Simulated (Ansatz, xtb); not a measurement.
C2H4Br2: which of two isomers lies lower

Structure I is `BrCCBr`, a singlet and structure II is `CC(Br)Br`, a singlet. Both are isolated molecules in the gas phase, relaxed with BLYP-D3(BJ)/def2-SVP; each stands in its lowest conformer found.

I (Å):

```xyz
8

C    -1.6905   -2.6333    2.1293
C    -1.2110   -1.3897    1.4064
Br   -0.6636   -2.8321    3.8325
Br   -2.2382   -1.1906   -0.2965
H    -1.5088   -3.5541    1.5496
H    -2.7541   -2.5707    2.4153
H    -0.1475   -1.4524    1.1202
H    -1.3925   -0.4689    1.9862
```

II (Å):

```xyz
8

C     0.2623    0.9277   -0.6808
C     0.4074    0.9047    0.8314
Br   -1.1085    1.8477    1.7087
Br    2.1535    1.6744    1.3929
H    -0.6981    0.4559   -0.9700
H     0.2799    1.9645   -1.0657
H     1.0948    0.3609   -1.1436
H     0.3950   -0.1094    1.2598
```

Quicker runs give these differences E(II) − E(I): GFN2-xTB +9.3 kJ/mol; HF/STO-3G +7.5 kJ/mol (at GFN2-xTB geometries); r2SCAN-D4/def2-SVP +7.7 kJ/mol (at GFN2-xTB geometries).

Problem. Estimate E(II) − E(I) at the level CCSD(T)/def2-SVP + ΔMP2/def2-TZVPP.

Solution. Calculated at CCSD(T)/def2-SVP + ΔMP2/def2-TZVPP: E(II) − E(I) = +10.2 kJ/mol, so structure I lies lower.

Level by level:

```csv
level,geometry,E(II) − E(I) (kJ/mol),departure from the last row (kJ/mol),"job, with rough time for the two"
GFN2-xTB,GFN2-xTB,+9.3,−0.9,"optimisation, 0.087 s"
HF/STO-3G,GFN2-xTB,+7.5,−2.7,"single point, 0.32 s"
r2SCAN-D4/def2-SVP,GFN2-xTB,+7.7,−2.5,"single point, 2 s"
BLYP-D3(BJ)/def2-SVP,BLYP-D3(BJ)/def2-SVP,+7.4,−2.8,"optimisation, 7.2 s"
HF/def2-SVP,BLYP-D3(BJ)/def2-SVP,+20.9,+10.6,part of the CCSD(T) run
MP2/def2-SVP,BLYP-D3(BJ)/def2-SVP,+5.6,−4.6,part of the CCSD(T) run
CCSD(T)/def2-SVP,BLYP-D3(BJ)/def2-SVP,+8.5,−1.7,single point
CCSD(T)/def2-SVP + ΔMP2/def2-TZVPP,BLYP-D3(BJ)/def2-SVP,+10.2,,"single point, 23 s"
```

As drawn, both hold the same kinds of bond in the same numbers. Structure I has 0 methyl groups, II 1.

The levels shown agree on the order. The largest departure from CCSD(T)/def2-SVP + ΔMP2/def2-TZVPP is that of HF/def2-SVP, 10.6 kJ/mol. The last row adds to CCSD(T) the change of the MP2 difference between the two basis sets, here +1.7 kJ/mol.

With harmonic frequencies from BLYP-D3(BJ)/def2-SVP (ideal gas, rigid rotor, one conformer each, 298.15 K, 1 atm): the zero-point term adds −1.7 kJ/mol; ΔH is +8.4 and ΔG +7.6 kJ/mol.

Tabulated enthalpies of formation at 298 K are −37.6 kJ/mol for I (Active Thermochemical Tables 1.112) and −36.3 kJ/mol for II (Active Thermochemical Tables), a difference of +1.3 kJ/mol. Calculated less tabulated ΔH, with the same thermal term: GFN2-xTB +6.2, HF/STO-3G +4.4, r2SCAN-D4/def2-SVP +4.6, BLYP-D3(BJ)/def2-SVP +4.3, HF/def2-SVP +17.7, MP2/def2-SVP +2.5, CCSD(T)/def2-SVP +5.4, CCSD(T)/def2-SVP + ΔMP2/def2-TZVPP +7.1 kJ/mol.

The correlated steps freeze 20 core orbitals; the filled d shell of Br is correlated, in a basis made for valence electrons. Programs: Ansatz 0.2.0, xtb 6.7.1; the last row on 2 threads of Intel(R) Xeon(R) 6975P-C (Granite Rapids) on a shared host.
